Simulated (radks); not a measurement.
Trend from Rb to Xe: ionisation energy by Delta-SCF between NIST ground configurations, and size. Method: scalar-relativistic Kohn-Sham, PBE, spin-unpolarised, spherical densities, point nucleus; computed with a radial shooting solver on a logarithmic mesh with Libxc functionals.

species      configuration  IE (eV)  NIST (eV)  kind  outermost  <r> outermost (bohr)
Rb                [Kr] 5s1    4.154      4.177  exp.         5s                  5.25
Sr                [Kr] 5s2    5.885      5.695  exp.         5s                  4.33
Zr            [Kr] 4d2 5s2    7.137      6.634  exp.         5s                  3.73
Nb            [Kr] 4d4 5s1    6.637      6.759  exp.         5s                  3.73
Mo            [Kr] 4d5 5s1    6.890      7.092  exp.         5s                  3.60
Tc            [Kr] 4d5 5s2    8.154      7.119  exp.         5s                  3.30
Ru            [Kr] 4d7 5s1    7.292      7.361  exp.         5s                  3.39
Rh            [Kr] 4d8 5s1    7.461      7.459  exp.         5s                  3.31
Pd               [Kr] 4d10    9.115      8.337  exp.         4d                  1.59
Ag           [Kr] 4d10 5s1    7.757      7.576  exp.         5s                  3.17
Cd           [Kr] 4d10 5s2    9.273      8.994  exp.         5s                  2.90
In       [Kr] 4d10 5s2 5p1    5.363      5.786  exp.         5p                  3.74
Sn       [Kr] 4d10 5s2 5p2    6.875      7.344  exp.         5p                  3.25
Sb       [Kr] 4d10 5s2 5p3    8.317      8.608  exp.         5p                  2.92
Te       [Kr] 4d10 5s2 5p4    9.729      9.010  exp.         5p                  2.67
I        [Kr] 4d10 5s2 5p5   11.131     10.451  exp.         5p                  2.48
Xe                    [Xe]   12.537     12.130  exp.         5p                  2.31

Reference values: NIST Atomic Spectra Database (exp. = measured, semi-emp. = semi-empirical, theory = theoretical value adopted there). Spin polarisation and multiplet splitting are left out, so open shells lie too high by an amount that depends on their filling. Spin-orbit splitting is averaged out at the scalar-relativistic level.

Beside tabulated values, note that spin-unpolarised runs miss the spin-polarisation part of the exchange energy of open shells.
